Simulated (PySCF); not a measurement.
## Working out the ionisation energy of Sn⁺

Sn⁺ [Kr] 4d10 5s2 5p1 (2P) → Sn²⁺ [Kr] 4d10 5s2 (1S). Calculation: PySCF 2.14, in x2c-TZVPPall with one added diffuse shell each of s, p, d, f type (9s7p5d3f, 76 functions); scalar relativity by spin-free X2C-1e. Frozen: [Kr] 4d10. Energies in hartree (1 hartree = 27.21139 eV):

```csv
part,Sn⁺ (lower),Sn²⁺ (upper)
UHF,-6173.496916,-6172.992665
CCSD correlation,-0.043290,-0.033998
(T),-0.000639,0.000000
```

Task: What does Hartree-Fock give?

Result: (-6172.992665) − (-6173.496916) = 0.504251 hartree = 13.721 eV.

Task: What do CCSD and CCSD(T) give?

Result: The CCSD correlation energies differ by 0.009292 hartree = 0.253 eV and the triples by 0.000639 hartree = 0.017 eV, so CCSD gives 13.974 eV and CCSD(T) 13.991 eV.

Measured between the centres of the two terms (NIST): 14.282 eV, so CCSD(T) (valence) is off by -0.291 eV.

What remains against the reference includes basis incompleteness, the frozen core and higher excitations.
